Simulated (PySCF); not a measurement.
Job file and geometry (Å, from GFN2-xTB) of an NMR shielding run on `CB(CN[SiH3])N=C(C)C`, C$_{5}$H$_{15}$BN$_{2}$Si, PySCF, GIAO PBE0/pcSseg-1 NMR shielding, non-relativistic, gas phase; density fitting, a coarse starting grid and PySCF grid level 2 are the driver's defaults:

```
$ OMP_NUM_THREADS=1 python probes_run.py task.json out

{"job": {"kind": "nmr", "xc": "PBE0", "basis": "pcSseg-1"}, "charge": 0, "multiplicity": 1}
C      0.057779     0.067898    -2.932526
B      0.222213     0.029097    -1.347412
C      1.684639    -0.163938    -0.703492
N      1.725629    -0.013022     0.742528
Si     2.912655    -0.711686     1.753802
N     -0.828896     0.184427    -0.528906
C     -1.742017     0.268701     0.313375
C     -2.184419     1.590487     0.876088
C     -2.474510    -0.941330     0.817979
H      0.506609     0.972411    -3.338466
H     -0.982107     0.047976    -3.247536
H      0.565689    -0.771216    -3.401734
H      2.049836    -1.168717    -0.932792
H      2.393564     0.528276    -1.184250
H      1.278118     0.841822     1.034044
H      2.902162    -2.152639     1.484294
H      4.296004    -0.233792     1.566526
H      2.476710    -0.387033     3.112936
H     -1.667537     2.408527     0.381616
H     -3.258632     1.713258     0.749880
H     -1.966707     1.624611     1.942703
H     -2.338259    -1.032000     1.894326
H     -3.540790    -0.843628     0.619867
H     -2.099466    -1.838725     0.334707
```

Task: What does the program print?

Result: 
```
coarse grid: 19568 points
cycle   1  E = -622.7152720751  dE =  8.633e-01  |g| = 6.498e-01  |ddm| = 4.208e+00
cycle   2  E = -622.6018157475  dE =  1.135e-01  |g| = 9.705e-01  |ddm| = 1.505e+00
cycle   3  E = -622.8170729492  dE = -2.153e-01  |g| = 1.626e-01  |ddm| = 1.012e+00
cycle   4  E = -622.8227423662  dE = -5.669e-03  |g| = 4.397e-02  |ddm| = 1.358e-01
cycle   5  E = -622.8231012878  dE = -3.589e-04  |g| = 1.755e-02  |ddm| = 4.407e-02
cycle   6  E = -622.8231669768  dE = -6.569e-05  |g| = 3.703e-03  |ddm| = 1.772e-02
cycle   7  E = -622.8231697596  dE = -2.783e-06  |g| = 5.183e-04  |ddm| = 3.170e-03
final grid: 181744 points
cycle   8  E = -622.8701196034  dE = -4.990e-05  |g| = 9.252e-03  |ddm| = 3.215e-02
cycle   9  E = -622.8701128031  dE =  6.800e-06  |g| = 1.079e-02  |ddm| = 1.787e-02
cycle  10  E = -622.8701409431  dE = -2.814e-05  |g| = 1.298e-03  |ddm| = 1.005e-02
cycle  11  E = -622.8701412924  dE = -3.493e-07  |g| = 2.863e-04  |ddm| = 1.247e-03
cycle  12  E = -622.8701413054  dE = -1.302e-08  |g| = 1.430e-04  |ddm| = 2.863e-04
cycle  13  E = -622.8701413097  dE = -4.258e-09  |g| = 3.455e-05  |ddm| = 1.275e-04
cycle  14  E = -622.8701413099  dE = -2.465e-10  |g| = 5.377e-06  |ddm| = 3.157e-05
converged SCF energy = -622.8701413099

GIAO shielding tensors (ppm)
atom      isotropic    diamagn.    paramagn.     s11        s22        s33       span
  0 C      185.436     252.268     -66.831    179.583    184.138    192.588     13.005
  1 B       73.323     197.780    -124.458     44.117     60.728    115.124     71.007
  2 C      147.116     249.610    -102.494    124.628    136.978    179.742     55.114
  3 N      254.234     325.819     -71.586    219.853    249.463    293.385     73.533
  4 Si     407.210     881.304    -474.094    355.338    380.824    485.469    130.131
  5 N     -117.084     326.503    -443.587   -254.483   -137.653     40.882    295.365
  6 C       29.885     259.728    -229.843    -48.269      1.250    136.673    184.942
  7 C      157.167     250.112     -92.945    135.620    146.990    188.892     53.273
  8 C      156.966     250.201     -93.235    135.581    146.931    188.385     52.804
  9 H       31.363      30.426       0.937     27.578     28.988     37.523      9.945
 10 H       31.387      31.317       0.070     26.808     29.720     37.631     10.823
 11 H       31.517      30.604       0.913     27.189     29.788     37.574     10.385
 12 H       29.333      33.394      -4.061     24.913     29.361     33.725      8.811
 13 H       28.787      31.588      -2.801     22.822     28.770     34.769     11.948
 14 H       32.491      38.419      -5.928     23.404     32.017     42.052     18.648
 15 H       27.209      30.562      -3.352     23.451     26.123     32.055      8.604
 16 H       26.935      28.835      -1.900     23.154     24.659     32.992      9.838
 17 H       27.161      30.404      -3.243     23.257     25.847     32.379      9.122
 18 H       29.896      31.612      -1.715     26.344     29.112     34.232      7.888
 19 H       29.612      28.607       1.005     26.188     28.228     34.421      8.233
 20 H       29.512      30.764      -1.251     27.071     27.818     33.648      6.577
 21 H       29.501      30.837      -1.336     27.130     27.768     33.604      6.473
 22 H       29.615      28.776       0.840     26.287     28.114     34.444      8.157
 23 H       29.819      32.050      -2.231     26.161     29.119     34.177      8.016
```

Size and cost of the density-fitted run: 235 basis functions, 110 s wall time on 1 thread of an Arm Neoverse N1, shared host; peak memory 1.1 GiB.
